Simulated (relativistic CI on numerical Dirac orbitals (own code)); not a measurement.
Hyperfine structure of Hg XXVI, mass number 201

Computed by Dirac-Coulomb-Breit CI, orbitals from a KLI potential per configuration, a model potential for QED, unscaled Slater integrals (own radial code, finite nucleus).

CI space (outside the closed core [Ar] 3d10 4d10): 4s²4p⁶4f⁹, 4s²4p⁶4f⁸5s, 4s²4p⁶4f⁷5s², 4s²4p⁵4f¹⁰, 4s²4p⁶4f⁸6s, 4s4p⁶4f¹⁰, 4p⁶4f¹¹. Levels of other configurations are missing.

Nuclear spin I = 3/2, μ = -0.558 μN, Q = 0.387 b (tables of Stone and Pyykkö). The electronic factors are computed for point nuclear moments, without core polarisation or the Bohr-Weisskopf and QED corrections.

| Level | E (cm⁻¹) | A (MHz) | B (MHz) |
| --- | --- | --- | --- |
| 4s²4p⁶4f⁹ ⁶H°15/2 | 0.0 | -961.9 | 2170 |
| 4s²4p⁶4f⁹ ⁶H°13/2 | 25494.9 | -970.3 | 1800 |
| 4s²4p⁶4f⁹ ⁶H°9/2 | 43699.9 | -1117 | 1160 |
| 4s²4p⁶4f⁹ ⁶F°7/2 | 46269.1 | -1037 | -247 |
| 4s²4p⁶4f⁹ ⁶F°1/2 | 58815.4 | -3477 |  |

Levels with J = 0, under 50 % of one LS term, or S terms without an open s electron are left out. Small factors come from cancelling terms and can be off by tens of per cent or more.

At this charge energies of transitions that change n are usually good to better than 1 %, and those within a shell (Δn = 0) to a few per cent. Terms inside the open d or f shell come out 10 to 20 % too wide with unscaled integrals.

Question: Give the hyperfine levels of 4s²4p⁶4f⁹ ⁶F°1/2 relative to its centre of gravity.

Answer: With K = F(F + 1) − I(I + 1) − J(J + 1), E = AK/2: F = 1: 4346, F = 2: -2608 MHz.

LS names give the leading component of a level, which can be under half, so a name can repeat, a term be missing and a line seem to break the LS rules.
